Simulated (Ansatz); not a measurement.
Reaction (cleavage of the Si–B bond): `FB([SiH3])C[SiH3]` + `[OH][Al]([Cl])[Cl]` → `[SiH3][O][Al]([Cl])[Cl]` + `FBC[SiH3]`

Isolated molecules relaxed with PBE0-D4/def2-TZVP in Ansatz; ΔE leaves out vibrations. CBS: MP2 limit from def2 TZ/QZ plus the TZ coupled-cluster correction, frozen cores. DFT in def2-TZVPP. B3LYP here is the variant with VWN-RPA as its local correlation; programs differ in this. HSE06 is defined as in plane-wave codes. One conformer a species, not always the lowest.

`FB([SiH3])C[SiH3]`:

```xyz
13

F    -0.086    2.245    0.152
B    -0.261    0.946    0.402
Si   -2.165    0.225    0.239
C     0.981    0.088    0.732
Si    1.615   -0.729   -0.850
H    -3.055    0.907    1.221
H    -2.218   -1.240    0.502
H    -2.710    0.478   -1.124
H     0.742   -0.742    1.404
H     1.807    0.677    1.145
H     2.057    0.303   -1.823
H     2.760   -1.619   -0.528
H     0.536   -1.540   -1.473
```

`[OH][Al]([Cl])[Cl]`:

Cartesian coordinates in Å:
```
O 0.264 0.160 -1.289
Al -0.254 -0.019 0.296
Cl -2.282 0.106 0.693
Cl 1.088 -0.362 1.847
H 1.184 0.115 -1.547
```

`[SiH3][O][Al]([Cl])[Cl]`:

```xyz
8

Si   -0.069   -1.340    0.695
O     0.010    0.106   -0.053
Al    0.081    1.576   -0.817
Cl    1.022    1.755   -2.656
Cl   -0.767    3.253    0.057
H    -1.300   -1.411    1.523
H     1.121   -1.510    1.567
H    -0.097   -2.427   -0.317
```

`FBC[SiH3]`:

Cartesian coordinates in Å:
```
F 0.421 -0.066 2.419
B -0.057 0.648 1.406
C 0.582 0.521 0.007
Si -0.332 -0.765 -1.030
H -1.011 1.338 1.643
H 0.503 1.457 -0.555
H 1.628 0.204 0.052
H -1.764 -0.393 -1.171
H -0.248 -2.102 -0.388
H 0.278 -0.840 -2.383
```

```tsv
level	ΔE (kJ/mol)
revPBE-D4	-102.3
B97M-V	-127.4
B3LYP-D4	-130.4
r2SCANh-D4	-126.9
HSE06-D4	-115.4
r2SCAN	-125.1
r2SCANh	-127.6
HF/def2-TZVPP	-165.8
```

**Question.** What does CCSD(T)/CBS give? (Estimate.)

**Answer.** Computed: -131.7 kJ/mol. The listed levels differ from it by 29.4, 4.3, 1.3, 4.8, 16.3, 6.6, 4.1, -34.1 kJ/mol.

Largest T1 diagnostic among the species: 0.013.

From PBE to PBE0 (25 % exact exchange), in def2-TZVPP and without D4, ΔE moves by −11.5 kJ/mol. The D4 term adds +3.9 kJ/mol with B3LYP and +2.1 kJ/mol with PBE0; it sums over pairs of atoms, weighted by their polarisabilities, and B3LYP, whose exchange is more repulsive, gets the larger term. In def2-TZVPP, CCSD(T) changes the Hartree–Fock value by +34.3 kJ/mol (the triples alone add +5.0 kJ/mol) and MP2 by +26.7 kJ/mol.
